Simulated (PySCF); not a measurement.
Precursor series Zr NH2-Br. All species are isolated molecules in the gas phase. One relaxed conformer stands for each flexible species; it need not be the lowest.

The HOMO–LUMO gap from two functionals at the same geometries (r2SCAN-D4/def2-SVP), both in PySCF: PBE-D3(BJ)/def2-TZVP and B3LYP-D3(BJ)/def2-TZVP. B3LYP has the VWN-RPA correlation part, as in Gaussian. 

| species | PBE-D3(BJ)/def2-TZVP (eV) | B3LYP-D3(BJ)/def2-TZVP (eV) |
|---|---|---|
| 0 of 4 NH2 replaced by Br ([Zr(NH2)4]) | 4.53 | 6.16 |
| 2 of 4 NH2 replaced by Br | 3.97 | 5.63 |
| 4 of 4 NH2 replaced by Br ([Zr(Br)4]) | 4.05 | 5.55 |

Over these rows, drawn at random from the members with no instability flagged (it was tested for open shells, ions and some series alone), PBE minus B3LYP-D3(BJ): mean -1.60 eV, from -1.66 eV to -1.50 eV.
